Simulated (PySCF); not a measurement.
Compound: C5H3F2N.
Numbering: `[CH2:1]=[C:2]([F:3])/[C:4]([F:5])=[CH:6]/[C:7]#[N:8]` (hydrogens: H9, H10 on C1; H11 on C6)

Computed by this run: HF/def2-SVP geometry optimisation, gas phase in PySCF; density fitting; the optimiser is geomeTRIC in internal coordinates, started from a GFN2-xTB structure.

Step 2: E = -12081.9997 eV
```
atom  x, y, z in Å  |  force x, y, z in eV/Å
C1      2.1525    0.2120   -0.5701   -0.039  -0.045  -0.061
C2      1.0649    0.3644    0.1565    0.067  -0.081  -0.168
F3      1.0884    1.0385    1.2890   -0.102   0.027   0.091
C4     -0.2665   -0.1680   -0.1725   -0.471  -0.108   0.021
F5     -0.3251   -0.8420   -1.2911    0.239   0.034  -0.046
C6     -1.3491   -0.0017    0.5768   -0.037   0.258   0.462
C7     -2.6585   -0.5145    0.2709    0.444  -0.204  -0.561
N8     -3.6612   -0.9472   -0.0368   -0.073   0.103   0.220
H9      2.1151   -0.3423   -1.4937    0.002  -0.014  -0.023
H10     3.0900    0.6410   -0.2465   -0.019  -0.001   0.006
H11    -1.2448    0.5624    1.4893   -0.012   0.031   0.058
```

Step 3: E = -12082.0220 eV
```
atom  x, y, z in Å  |  force x, y, z in eV/Å
C1      2.1430    0.2050   -0.5780   -0.055   0.017   0.053
C2      1.0615    0.3643    0.1578    0.092   0.036   0.024
F3      1.0832    1.0392    1.2931    0.039  -0.003  -0.023
C4     -0.2705   -0.1614   -0.1599   -0.064  -0.028  -0.020
F5     -0.3044   -0.8323   -1.2836   -0.117   0.039   0.116
C6     -1.3488    0.0099    0.5958    0.084   0.026   0.011
C7     -2.6344   -0.5219    0.2468   -0.153  -0.195  -0.275
N8     -3.6425   -0.9520   -0.0516    0.173   0.135   0.160
H9      2.0956   -0.3510   -1.5001    0.001  -0.005  -0.010
H10     3.0842    0.6304   -0.2619    0.002   0.004   0.005
H11    -1.2612    0.5725    1.5132   -0.002  -0.025  -0.042
```

Question: Estimate the geometry and energy of step 4. (The exact step hangs on the optimiser's Hessian estimate; all steps are aligned on step 3, rigid shifts and turns removed.)

Answer: E = -12082.0223 eV, largest force 0.158 eV/Å
```
atom  x, y, z in Å  |  force x, y, z in eV/Å
C1      2.1421    0.2048   -0.5777   -0.025  -0.028  -0.037
C2      1.0612    0.3636    0.1572    0.123  -0.005  -0.062
F3      1.0958    1.0408    1.2912   -0.085  -0.037  -0.026
C4     -0.2744   -0.1603   -0.1566    0.034   0.080   0.120
F5     -0.3419   -0.8359   -1.2740    0.141   0.049   0.022
C6     -1.3451    0.0158    0.6036   -0.022  -0.040  -0.058
C7     -2.6174   -0.5285    0.2278   -0.151  -0.011   0.044
N8     -3.6282   -0.9548   -0.0609    0.014   0.018   0.026
H9      2.0969   -0.3506   -1.5006   -0.003  -0.007  -0.010
H10     3.0824    0.6309   -0.2597    0.003   0.000  -0.002
H11    -1.2658    0.5768    1.5215   -0.029  -0.017  -0.017
```

The energy changes by -0.0002 eV. The first-order estimate −F·Δx gives -0.0107 eV and the mean of the old and new forces, exact on a quadratic surface, -0.0002 eV. The step makes an angle of 68° with the force vector and moves no atom by more than 0.039 Å.

The cost below is that of the whole optimisation. Time: 23 s wall; peak memory 0.50 GiB. Hardware: one thread of an AMD EPYC 7R43, shared host with 256 logical CPUs at a one-minute load of 100.
